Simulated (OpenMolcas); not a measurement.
Mn4+: moving or changing the point charges

Mn4+ among 2 point charges of -2 e arranged as a linear pair (D∞h), 2.11 Å from the ion.

| Property | Result |
| --- | --- |
| Program | OpenMolcas |
| Method | SS-CASPT2, IPEA 0.25 Eh, imaginary shift 0.1 Eh (closed shells correlated: 3s 3p) |
| Basis | ANO-RCC-VTZP [6s5p3d2f1g] |
| Scalar Hamiltonian | DKH2, point nucleus |
| Active space | 3 electrons in 5 orbitals (3d) |
| State averaging | 2S+1 = 4 even, 10 roots; 2S+1 = 2 even, 40 roots |
| Spin-orbit coupling | RASSI with atomic mean-field integrals over the reference wave functions |

Runs around this geometry, states (labels by Λ). Energies in cm-1 above the lowest state or level, χT in cm3 K/mol.

```
R (Å)  q (e)  Ground state  First state of that spin  First gap with spin-orbit (degeneracies)  χT at 300 K  First state of another spin
 2.11   -1.3            4Π                    4Σ 420                                310 (2, 2)        0.741                     2Γ 17500
 1.96     -2            4Π                    4Σ 780                                310 (2, 2)        0.887                     2Γ 17830
 2.11     -2            4Π                    4Σ 520                                320 (2, 2)        0.795                     2Γ 17610
 2.35     -2            4Π                    4Σ 340                                320 (2, 2)        0.730                     2Γ 17530
```

Taking the first state of the same spin as R^-n, n = -ln(340 / 780) / ln(2.35 / 1.96) = 4.6 between the shortest and longest distance.

Scaling the charges by -1.3 / -2 = 0.65 scales the first state of the same spin by 420 / 520 = 0.81; with fixed orbitals a first-order splitting would follow the charge.

Roots that are degenerate in the reference are averaged as groups; the widest CASPT2 spread within a group is 43 cm-1 (the 2-fold group of multiplicity 2 near 42300 cm-1 above the lowest state of its run, R = 2.11, q = -1.3). Shifts and gaps below about the spread of the groups concerned are not significant. Free-ion shares, where given, are those of the reference states; single-state CASPT2 does not remix them. Spin-orbit coupling mixes the spin-free states strongly: the lowest level takes only 70 % from its leading state, 4Π (figures for R = 2.11, q = -1.3; the like holds for R = 2.35, q = -2). The ground term spreads over less than 5000 cm-1, several times less than with real ligands, so orbital moments are less quenched and χT lies further from the spin-only value than at real sites (holds for R = 2.11, q = -1.3; R = 2.11, q = -2; R = 2.35, q = -2). This is an electrostatic model: the charges have no orbitals. A group larger than the point group allows holds several states that coincide in this model. No measured value stands beside these numbers.
